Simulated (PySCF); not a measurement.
Electron correlation in He (helium, neutral)

1s2, closed-shell 1S. Computed with PySCF 2.14 in aug-cc-pVTZ, with the non-relativistic Hamiltonian (point nucleus). Frozen: nothing; 2 electrons correlated.

With two correlated electrons CCSD is exact within the correlated space (frozen core and kept virtual orbitals).

```tsv
level	correlation energy (mhartree)
CCSD	-39.41
```

Diagnostics: T1 = 0.0017, D1 = 0.0024, largest double amplitude 0.041.

Cost of the coupled-cluster step: roughly 0.04 core-seconds, for 2 correlated electrons.

Iterations:

```
CC2 = 0
CCSD nocc = 1, nmo = 23
frozen orbitals []
max_cycle = 100
direct = 0
conv_tol = 1e-08
conv_tol_normt = 1e-06
diis_space = 8
diis_start_cycle = 0
Init t2, MP2 energy = -2.89480424073532  E_corr(MP2) -0.033620814619751
Init E_corr(CCSD) = -0.0336208146197529
cycle = 1  E_corr(CCSD) = -0.0382594627756631  dE = -0.00463864816  norm(t1,t2) = 0.0113536
cycle = 2  E_corr(CCSD) = -0.0391495257435959  dE = -0.000890062968  norm(t1,t2) = 0.00281397
cycle = 3  E_corr(CCSD) = -0.0394228960535047  dE = -0.00027337031  norm(t1,t2) = 0.000833193
cycle = 4  E_corr(CCSD) = -0.0394147430773044  dE = 8.1529762e-06  norm(t1,t2) = 0.000110889
cycle = 5  E_corr(CCSD) = -0.0394143515563996  dE = 3.91520905e-07  norm(t1,t2) = 8.28874e-06
cycle = 6  E_corr(CCSD) = -0.039414489790446  dE = -1.38234046e-07  norm(t1,t2) = 2.10753e-06
cycle = 7  E_corr(CCSD) = -0.0394144974228767  dE = -7.63243066e-09  norm(t1,t2) = 1.84947e-07
CCSD converged
E(CCSD) = -2.900597923538444  E_corr = -0.03941449742287668
```
